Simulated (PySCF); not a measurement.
A PySCF script (with the pyscf-properties extension) for the NMR shieldings of SMILES C#C[SiH2]B(C=C)CC=C, C₇H₁₁BSi, on a GFN2-xTB geometry:

```python
import basis_set_exchange as bse
import numpy as np
from pyscf import gto, dft
from pyscf.prop import nmr

atoms = """
C    -2.635777   -2.129671    1.278200
C    -2.282695   -1.426253    0.369125
Si   -1.686610   -0.313221   -0.995641
B    -0.134862    0.704660   -0.338474
C    -0.285694    1.641775    0.883540
C     0.282313    2.840230    1.013538
C     1.305286    0.471401   -0.958245
C     1.827722   -0.640550   -0.090700
C     1.777363   -1.922326   -0.410231
H    -2.958589   -2.751546    2.064202
H    -2.867031    0.493137   -1.369758
H    -1.440868   -1.218474   -2.136409
H    -0.959575    1.333188    1.679766
H     0.099525    3.486606    1.858350
H     0.932477    3.243902    0.252353
H     1.298260    0.145573   -1.999371
H     1.971058    1.331034   -0.865351
H     2.228947   -0.332961    0.866341
H     1.370693   -2.257024   -1.350420
H     2.152907   -2.688803    0.246150
"""
names = dict.fromkeys(["C", "Si", "B", "H"], "pcSseg-1")
basis = {el: gto.basis.parse(bse.get_basis(n, elements=[el], fmt="nwchem")) for el, n in names.items()}
mol = gto.M(atom=atoms, basis=basis, charge=0, verbose=0)
mf = dft.RKS(mol, xc="PBE0")
mf.grids.level = 2
mf.grids.alignment = dft.numint.BLKSIZE   # the property module wants whole blocks of grid points
mf.conv_tol = 1e-9
mf.kernel()

calc = nmr.RKS(mf)   # GIAO
C = mf.mo_coeff
Co = C[:, mf.mo_occ > 0]
resp = mf.gen_response(singlet=True, hermi=2)
def vind(x):   # induced exchange potential for any number of trial vectors
    d = np.einsum("pi,xij,qj->xpq", C, 2 * x.reshape(-1, C.shape[1], Co.shape[1]), Co, optimize=True)
    return np.einsum("xpq,pi,qj->xij", resp(d - d.transpose(0, 2, 1)), C, Co, optimize=True).ravel()
mo1, _ = nmr.rhf.solve_mo1(calc, with_cphf=vind)
sigma = calc.kernel(mo1)
for i, s in enumerate(sigma):   # ppm
    w = np.linalg.eigvalsh((s + s.T) / 2)
    print("%2d %-2s iso %8.1f  s11 %8.1f  s22 %8.1f  s33 %8.1f" % (i, mol.atom_pure_symbol(i), w.mean(), *w))
```

Q: Give the expected output.

A: 
```
 0 C  iso     82.2  s11     -0.7  s22      0.1  s33    247.1
 1 C  iso     99.7  s11      4.7  s22      5.5  s33    289.0
 2 Si iso    445.8  s11    411.2  s22    460.6  s33    465.6
 3 B  iso     22.6  s11    -39.3  s22    -17.2  s33    124.3
 4 C  iso     30.3  s11    -95.0  s22     17.0  s33    168.8
 5 C  iso     48.3  s11    -61.0  s22     36.2  s33    169.7
 6 C  iso    143.1  s11    110.4  s22    146.5  s33    172.3
 7 C  iso     53.6  s11    -63.0  s22     66.5  s33    157.4
 8 C  iso     55.0  s11    -62.6  s22     69.2  s33    158.5
 9 H  iso     29.8  s11     24.8  s22     24.9  s33     39.9
10 H  iso     27.4  s11     24.5  s22     25.5  s33     32.1
11 H  iso     27.4  s11     24.7  s22     25.9  s33     31.7
12 H  iso     23.9  s11     19.5  s22     23.8  s33     28.5
13 H  iso     25.4  s11     22.5  s22     25.5  s33     28.3
14 H  iso     25.6  s11     21.8  s22     25.9  s33     29.2
15 H  iso     28.6  s11     26.0  s22     27.8  s33     32.1
16 H  iso     28.8  s11     25.9  s22     27.5  s33     33.1
17 H  iso     26.3  s11     23.9  s22     26.1  s33     28.8
18 H  iso     25.9  s11     21.7  s22     26.1  s33     29.8
19 H  iso     26.1  s11     22.6  s22     25.8  s33     29.7
```

These numbers come from an equivalent density-fitted implementation of the same equations, which agrees with the script to about 0.01 ppm for H and up to a few tenths of a ppm for heavy atoms, so last digits may differ.

Size and cost of the density-fitted run: 215 basis functions, 25 s wall time on 1 thread of an AMD EPYC 9B45, shared host; peak memory 0.94 GiB.
